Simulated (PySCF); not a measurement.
PbCl, SMILES [Cl][Pb+] (connectivity only; charge and spin as stated), charge +1, multiplicity 1.

Geometry optimised at B3LYP-D3(BJ)/def2-TZVP. The multiplicity is an assumed one; other spin states were not compared. The def2 effective core potentials stand for the cores of Pb; spin–orbit coupling is left out.

Two levels are set side by side: PBE/def2-TZVPD (PySCF) and ωB97X/def2-TZVPD (PySCF). Same geometry, gas phase. Differences are taken from unrounded values.

```csv
quantity,ωB97X,PBE,PBE minus ωB97X
orbital gap (eV),9.97,3.78,-6.19
highest occupied level (eV),-16.92,-13.37,3.55
lowest empty level (eV),-6.95,-9.59,-2.64
mean polarisability (bohr³),41.6,42.6,1.1
```

Without exact exchange PBE keeps part of each electron's self-repulsion, which lifts occupied levels and narrows the gap. Differences between two approximate levels are no errors against the true value.

Rough cost on one machine, each run with all the roots and properties that it gave: ωB97X against PBE within a factor of 2.
